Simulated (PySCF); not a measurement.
Species: 2-(trifluoromethyl)pyridine, C6H4F3N.
Structure used (PBE0-D3(BJ)/def2-SVP), in Å, numbered top down from 1:
```xyz
14
C6H4F3N angstrom
F      2.6094   -0.7498   -1.2053
C      2.1909   -0.0726   -0.1389
F      2.6583    1.1773   -0.2434
F      2.7498   -0.6225    0.9369
C      0.6798   -0.0860   -0.0408
C     -0.0532    1.0983   -0.0316
C     -1.4406    1.0014    0.0584
C     -2.0203   -0.2603    0.1341
C     -1.1839   -1.3791    0.1180
N      0.1373   -1.2959    0.0324
H      0.4510    2.0629   -0.0939
H     -2.0583    1.9025    0.0684
H     -3.1030   -0.3832    0.2044
H     -1.6073   -2.3880    0.1764
```

Method: PBE0-D3(BJ)/def2-SVP geometry optimisation, gas phase (PySCF).

Masses are those of the commonest isotopes; rigid-rotor values at the optimised geometry. 

**Question.** What are A, B and C (MHz)?

**Answer.** Ia = 173.81, Ib = 516.27, Ic = 602.21 u·Å²; 505379 MHz·u·Å²/I gives A = 2908, B = 978.9, C = 839.2 MHz.

**Question.** Classify the top.

**Answer.** An asymmetric top; Ray's κ = -0.865.

**Question.** Is it planar, by Δ = Ic − Ia − Ib?

**Answer.** Not planar: Δ = Ic − Ia − Ib = -87.87 u·Å². For a rigid frame Δ = −2 Σ m c², so Σ m c² = 43.94 u·Å² lies off the ab plane: 0.00 from hydrogen and 43.94 from heavier atoms. The atom farthest from that plane is 1.09 Å away.

**Question.** List the rotational levels J(Ka,Kc) to J = 2 (MHz).

**Answer.** Above 0(0,0):
J = 1: 1(0,1) 1818, 1(1,1) 3747, 1(1,0) 3887
J = 2: 2(0,2) 5447, 2(1,2) 7243, 2(1,1) 7662, 2(2,1) 13449, 2(2,0) 13456

**Question.** Predict some low-J microwave lines.

**Answer.** The dipole components are |μa| = 3.62 D, |μb| = 1.78 D, |μc| = 0.00 D. Intensities carry the squares of the components, which stand as 1.00 : 0.24 : 0.00 (a : b : c). Some lines, for components of 0.1 D or more:

| type | branch | J(Ka,Kc) | MHz | lower level (cm⁻¹) |
| --- | --- | --- | --- | --- |
| a | Q | 2(1,1) ← 2(1,2) | 419 | 0.242 |
| b | R | 2(0,2) ← 1(1,1) | 1700 | 0.125 |
| a | R | 1(0,1) ← 0(0,0) | 1818 | 0.000 |
| b | Q | 2(1,1) ← 2(0,2) | 2215 | 0.182 |
| b | Q | 3(1,2) ← 3(0,3) | 2449 | 0.363 |
| a | R | 2(1,2) ← 1(1,1) | 3497 | 0.125 |
| a | R | 2(0,2) ← 1(0,1) | 3629 | 0.061 |
| b | R | 1(1,1) ← 0(0,0) | 3747 | 0.000 |
| a | R | 2(1,1) ← 1(1,0) | 3776 | 0.130 |
| a | R | 3(0,3) ← 2(0,2) | 5425 | 0.182 |
| b | R | 2(1,2) ← 1(0,1) | 5425 | 0.061 |
| a | R | 3(2,2) ← 2(2,1) | 5454 | 0.449 |
| a | R | 3(2,1) ← 2(2,0) | 5483 | 0.449 |
| b | Q | 3(2,1) ← 3(1,2) | 5618 | 0.444 |
| a | R | 3(1,2) ← 2(1,1) | 5659 | 0.256 |
| b | Q | 2(2,0) ← 2(1,1) | 5793 | 0.256 |
| b | Q | 2(2,1) ← 2(1,2) | 6205 | 0.242 |
| b | Q | 3(2,2) ← 3(1,3) | 6419 | 0.416 |
| b | R | 3(1,3) ← 2(0,2) | 7037 | 0.182 |
| b | R | 2(2,1) ← 1(1,0) | 9562 | 0.130 |
| b | Q | 3(3,0) ← 3(2,1) | 9961 | 0.632 |
| b | Q | 3(3,1) ← 3(2,2) | 9997 | 0.631 |
| b | R | 3(2,1) ← 2(1,2) | 11696 | 0.242 |
| b | R | 3(3,1) ← 2(2,0) | 15444 | 0.449 |
| b | R | 3(3,0) ← 2(2,1) | 15452 | 0.449 |

No PBE0-D3(BJ)/def2-SVP frequencies stand behind this structure, so it isn't proved a minimum. Zero-point vibration and centrifugal distortion are left out. Quadrupole hyperfine structure (14N) is left out.

On one thread of an Arm Neoverse V1 (shared host), this took 2.6 min and 0.76 GiB of memory at its peak. That covers the optimisation of the geometry.
